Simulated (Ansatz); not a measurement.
Reaction (ligand exchange at the Si–Te bond): `[SiH3][TeH]` + `[OH][GeH2][SH]` → `[SiH3][O][GeH2][SH]` + H₂Te

Program: Ansatz. Geometries: PBE0-D4/def2-TZVP. ΔE: electronic, gas phase. CBS: MP2 limit from def2 TZ/QZ plus the TZ coupled-cluster correction, frozen cores. DFT in def2-TZVPP. Elements past krypton have def2 core potentials. For Ge, Te outer-core shells are correlated without core-valence functions, which leaves a few kJ/mol of doubt a bond. Scalar relativity is left out up to krypton. One conformer a species, not always the lowest.

| level | ΔE (kcal/mol) |
| --- | --- |
| PBE | -5.4 |
| HF/def2-TZVPP | -14.1 |
| CCSD(T)/def2-TZVPP | -11.3 |
| HF/def2-QZVPP | -14.4 |

Question: What does CCSD(T)/CBS give? (An estimate is asked.)

Answer: The calculation gave: -9.7 kcal/mol. The listed levels differ from it by 4.3, -4.4, -1.6, -4.7 kcal/mol.

Largest T1 diagnostic among the species: 0.012.

In def2-TZVPP, CCSD(T) changes the Hartree–Fock value by +2.8 kcal/mol (the triples alone add +0.5 kcal/mol) and MP2 by +3.8 kcal/mol. The D4 term adds −0.9 kcal/mol with B3LYP and −0.6 kcal/mol with PBE0; it sums over pairs of atoms, weighted by their polarisabilities, and B3LYP, whose exchange is more repulsive, gets the larger term.

B3LYP here is the variant with VWN-RPA as its local correlation; programs differ in this.
